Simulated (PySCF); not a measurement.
Isomers of C5H12Si, from PBE0-D3(BJ)/def2-SVP geometry optimisation, gas phase in PySCF 2.14.0. One conformer each, no zero-point energy, no frequencies.

Task: Which isomer lies lowest at this level?
A. `[CH3:1][CH2:2][CH:3]1[CH2:4][SiH2:5][CH2:6]1` with C1–C2–C3–C4 179°, C2–C3–C4–Si5 149°, C3–C4–Si5–C6 -19°, C4–Si5–C6–C3 18°, C2–C3–C6–Si5 -148°: A = 6847, B = 1596, C = 1397 MHz, dipole 0.58 D
B. `[CH2:1]=[CH:2][CH2:3][SiH2:4][CH2:5][CH3:6]` with C1–C2–C3–Si4 105°, C2–C3–Si4–C5 -59°, C3–Si4–C5–C6 -59°: A = 3422, B = 1910, C = 1432 MHz, dipole 0.39 D
C. `[CH3:1][C@H:2]1[CH2:3][Si@@H:4]([CH3:5])[CH2:6]1` with C1–C2–C3–Si4 149°, C2–C3–Si4–C5 -137°, C3–Si4–C6–C2 19°, C1–C2–C6–Si4 -149°: A = 6392, B = 1649, C = 1538 MHz, dipole 0.57 D
D. `[CH3:1][CH:2]([CH3:3])[SiH:4]1[CH2:5][CH2:6]1` with C1–C2–Si4–C5 88°: A = 5084, B = 1748, C = 1482 MHz, dipole 0.82 D

Result: C. That is `C[C@H]1C[Si@@H](C)C1`, 9.0 kcal/mol below the next.

| SMILES | mapped SMILES | E (Eh) | relative (kcal/mol) | relative (kJ/mol) | dipole (D) |
| --- | --- | --- | --- | --- | --- |
| C[C@H]1C[Si@@H](C)C1 | [CH3:1][C@H:2]1[CH2:3][Si@@H:4]([CH3:5])[CH2:6]1 | -486.66327 | 0.0 | 0.0 | 0.57 |
| CCC1C[SiH2]C1 | [CH3:1][CH2:2][CH:3]1[CH2:4][SiH2:5][CH2:6]1 | -486.64891 | 9.0 | 37.7 | 0.58 |
| C=CC[SiH2]CC | [CH2:1]=[CH:2][CH2:3][SiH2:4][CH2:5][CH3:6] | -486.64325 | 12.6 | 52.6 | 0.39 |
| CC(C)[SiH]1CC1 | [CH3:1][CH:2]([CH3:3])[SiH:4]1[CH2:5][CH2:6]1 | -486.63051 | 20.6 | 86.0 | 0.82 |

As drawn, the lowest has a four-membered ring, which the highest lacks; the highest has a three-membered ring, which the lowest lacks.
